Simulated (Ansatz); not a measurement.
Wavefunction ladder for `[BH2][SnH2][CH2]Cl`

Z-matrix (Å, degrees):
```
Sn
C 1 2.213
Cl 1 2.991 2 37.3
B 1 2.263 2 81.8 3 -0.0
H 1 1.714 2 108.0 3 -122.7
H 1 1.714 2 108.0 3 122.7
H 2 1.088 1 118.0 3 -111.6
H 2 1.088 1 118.0 3 111.6
H 4 1.195 1 117.8 2 103.7
H 4 1.195 1 117.8 2 -103.7
```

Total charge 0; spin multiplicity 1. Correlated methods include outer-core shells of Sn, which these sets cover unevenly. Sn: def2 effective core potential. The structure was optimised at the PBE0-D4/def2-TZVP level. It is one conformer, not always the lowest. Frozen core, restricted reference, Ansatz 0.2.0.

```json
{"basis": "def2-SVP", "HF (Eh)": "-738.61420", "MP2 corr.": "?", "CCSD corr.": "?", "(T)": "-0.01677", "CCSD(T) total": "?"}
{"basis": "def2-TZVPP", "HF (Eh)": "-738.85655", "MP2 corr.": "-0.81987", "CCSD corr.": "?", "(T)": "-0.03342", "CCSD(T) total": "?"}
{"basis": "def2-QZVPP", "HF (Eh)": "-738.87413", "MP2 corr.": "?", "CCSD corr.": "–", "(T)": "–", "CCSD(T) total": "–"}
```

(1) Fill in the withheld values. (Best estimate.)

Answers

(1) Ansatz gave: def2-SVP MP2 corr.: -0.48946; def2-SVP CCSD corr.: -0.54695; def2-SVP CCSD(T) total: -739.17792; def2-TZVPP CCSD corr.: -0.86070; def2-TZVPP CCSD(T) total: -739.75067; def2-QZVPP MP2 corr.: -1.06993.
